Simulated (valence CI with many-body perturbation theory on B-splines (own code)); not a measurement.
The numbers below are computed, except where a source is named.
# From CI to CI+MBPT in Os³⁴⁺

Method: configuration interaction combined with many-body perturbation theory (CI+MBPT): six valence electrons over a frozen Dirac-Fock core [Kr], a basis of 7 s, 7 p, 8 d, 6 f, 4 g, 1 h functions for each j, with the one-electron correlation potential Σ1 (screened to all orders), the two-electron term Σ2, the three-electron term Σ3, Breit, model QED; selected single and double excitations, second order for the rest, scaled by the run's own slope (own B-spline code, finite nucleus).

The last digits are not significant, and no measured levels were compared; by estimate large intervals hold to a few tenths of a per cent, small ones and those within an open d or f shell to about a per cent. Core correlation moves these levels by up to 8300 cm⁻¹, and in measured spectra 5 to 20 % of such shifts remained as error; rates that hang on mixing are uncertain with them. Among the levels kept, up to 740 cm⁻¹ of a level comes from second order outside the variational space, and about a tenth of that is noise between levels of different J, which matters for small intervals. Only levels of the ground parity were solved; by the run's estimate the other parity begins above the list, which can be wrong where configurations are misplaced.

Each rung adds one term. CI alone is the Dirac-Coulomb CI over the frozen core; QED comes last and gives the full result, which names the levels. Energies are above (4d3/2^4 4d5/2^2) J=4 on the same rung, in eV.

Levels are named by their leading jj configuration (3d3/2^4 stands for four electrons in 3d with j = 3/2), which in mixed levels can hold well under half, so a name can repeat and another be missing. Letters in brackets count levels of one name in rising energy.

| Level | CI alone |
| --- | --- |
| (4d3/2^4 4d5/2^2) J=2 | 2.867 |
| (4d3/2^4 4d5/2^2) J=0 | 9.013 |
| (4d3/2^3 4d5/2^3) J=3 [a] | 16.777 |
| (4d3/2^3 4d5/2^3) J=4 [a] | 18.066 |
| (4d3/2^3 4d5/2^3) J=1 [a] | 18.557 |
| (4d3/2^3 4d5/2^3) J=5 | 21.726 |
| (4d3/2^3 4d5/2^3) J=6 | 22.173 |
| (4d3/2^3 4d5/2^3) J=2 [a] | 23.895 |
| (4d3/2^3 4d5/2^3) J=3 [b] | 24.459 |
| (4d3/2^3 4d5/2^3) J=0 | 28.209 |
| (4d3/2^3 4d5/2^3) J=1 [b] | 29.306 |
| (4d3/2^3 4d5/2^3) J=2 [b] | 29.306 |
| (4d3/2^3 4d5/2^3) J=4 [b] | 29.805 |
| (4d3/2^3 4d5/2^3) J=3 [c] | 30.827 |
| (4d3/2^2 4d5/2^4) J=2 [a] | 36.523 |
| (4d3/2^2 4d5/2^4) J=0 [a] | 37.646 |

Problem. What do these energies become with core correlation, Breit and QED?

Solution. (4d3/2^4 4d5/2^2) J=2 2.767 (-0.0997); (4d3/2^4 4d5/2^2) J=0 9.195 (+0.1818); (4d3/2^3 4d5/2^3) J=3 [a] 16.882 (+0.1054); (4d3/2^3 4d5/2^3) J=4 [a] 17.898 (-0.1676); (4d3/2^3 4d5/2^3) J=1 [a] 18.714 (+0.1569); (4d3/2^3 4d5/2^3) J=5 21.107 (-0.6187); (4d3/2^3 4d5/2^3) J=6 21.379 (-0.7938); (4d3/2^3 4d5/2^3) J=2 [a] 23.370 (-0.5246); (4d3/2^3 4d5/2^3) J=3 [b] 23.963 (-0.4957); (4d3/2^3 4d5/2^3) J=0 27.313 (-0.8955); (4d3/2^3 4d5/2^3) J=1 [b] 28.690 (-0.6156); (4d3/2^3 4d5/2^3) J=2 [b] 28.818 (-0.4882); (4d3/2^3 4d5/2^3) J=4 [b] 29.079 (-0.7259); (4d3/2^3 4d5/2^3) J=3 [c] 29.967 (-0.8595); (4d3/2^2 4d5/2^4) J=2 [a] 36.558 (+0.0351); (4d3/2^2 4d5/2^4) J=0 [a] 37.856 (+0.2099).

Problem. How does the ionisation energy move along the ladder, and which term matters most?

Solution. CI alone 1469.2, + Σ1 1471.8, + Σ2 1475.8, + Σ3 1476.0, + Breit 1475.5, + QED 1475.5 eV. The largest step is Σ2, 4.0 eV. NIST lists 1474 ± 5 eV (theoretical).
